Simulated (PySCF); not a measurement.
# GeF⁺: energy against distance

Set-up: PySCF, scalar-relativistic core potentials, basis sets Ge cc-pVTZ-PP with ECP10, F cc-pVTZ. Energies in eV from Ge⁺ + F in their ground configurations at the same level. State: ¹Σ⁺ (singlet), closed shell.

All columns are PBE0. A positive dipole points towards F; it is taken about the centre of mass and depends on that origin.

```json
{"R (Å)": "1.443", "E (eV)": "-4.105", "μ (D)": "-1.47", "Mulliken charge on Ge (basis-dependent)": "1.11", "HOMO (eV)": "-17.57", "LUMO (eV)": "-9.19", "Mayer bond order": "1.44", "⟨S²⟩": "0.00"}
{"R (Å)": "1.510", "E (eV)": "-4.977", "μ (D)": "-1.86", "Mulliken charge on Ge (basis-dependent)": "1.14", "HOMO (eV)": "-17.72", "LUMO (eV)": "-9.38", "Mayer bond order": "1.40", "⟨S²⟩": "0.00"}
{"R (Å)": "1.577", "E (eV)": "-5.449", "μ (D)": "-2.25", "Mulliken charge on Ge (basis-dependent)": "1.17", "HOMO (eV)": "-17.82", "LUMO (eV)": "-9.56", "Mayer bond order": "1.36", "⟨S²⟩": "0.00"}
{"R (Å)": "1.628", "E (eV)": "-5.615", "μ (D)": "-2.54", "Mulliken charge on Ge (basis-dependent)": "1.19", "HOMO (eV)": "-17.87", "LUMO (eV)": "-9.69", "Mayer bond order": "1.33", "⟨S²⟩": "0.00"}
{"R (Å)": "1.678", "E (eV)": "-5.660", "μ (D)": "-2.83", "Mulliken charge on Ge (basis-dependent)": "1.21", "HOMO (eV)": "-17.89", "LUMO (eV)": "-9.82", "Mayer bond order": "1.30", "⟨S²⟩": "0.00"}
{"R (Å)": "1.728", "E (eV)": "-5.614", "μ (D)": "-3.12", "Mulliken charge on Ge (basis-dependent)": "1.23", "HOMO (eV)": "-17.88", "LUMO (eV)": "-9.94", "Mayer bond order": "1.28", "⟨S²⟩": "0.00"}
{"R (Å)": "1.796", "E (eV)": "-5.449", "μ (D)": "-3.50", "Mulliken charge on Ge (basis-dependent)": "1.26", "HOMO (eV)": "-17.81", "LUMO (eV)": "-10.10", "Mayer bond order": "1.25", "⟨S²⟩": "0.00"}
{"R (Å)": "1.879", "E (eV)": "-5.129", "μ (D)": "-3.96", "Mulliken charge on Ge (basis-dependent)": "1.28", "HOMO (eV)": "-17.63", "LUMO (eV)": "-10.28", "Mayer bond order": "1.21", "⟨S²⟩": "0.00"}
{"R (Å)": "1.980", "E (eV)": "-4.646", "μ (D)": "-4.49", "Mulliken charge on Ge (basis-dependent)": "1.30", "HOMO (eV)": "-17.11", "LUMO (eV)": "-10.49", "Mayer bond order": "1.18", "⟨S²⟩": "0.00"}
{"R (Å)": "2.114", "E (eV)": "-3.926", "μ (D)": "-5.14", "Mulliken charge on Ge (basis-dependent)": "1.33", "HOMO (eV)": "-16.37", "LUMO (eV)": "-10.73", "Mayer bond order": "1.15", "⟨S²⟩": "0.00"}
```

A fit through these points gives, at Re = 1.676 Å, μ = -2.82 D and dμ/dR = -5.79 D/Å; the reduced mass is 15.11 u.

Task: How strong is the fundamental in the double-harmonic approximation, I = 42.26·(dμ/dR)²/μred km/mol?

Result: I = 42.26·(-5.79)²/15.11 = 93.8 km/mol at PBE0.

For an ion De counts to the pair picked by the measured ionisation energies or electron affinities, which need not be the lowest pair at this level.
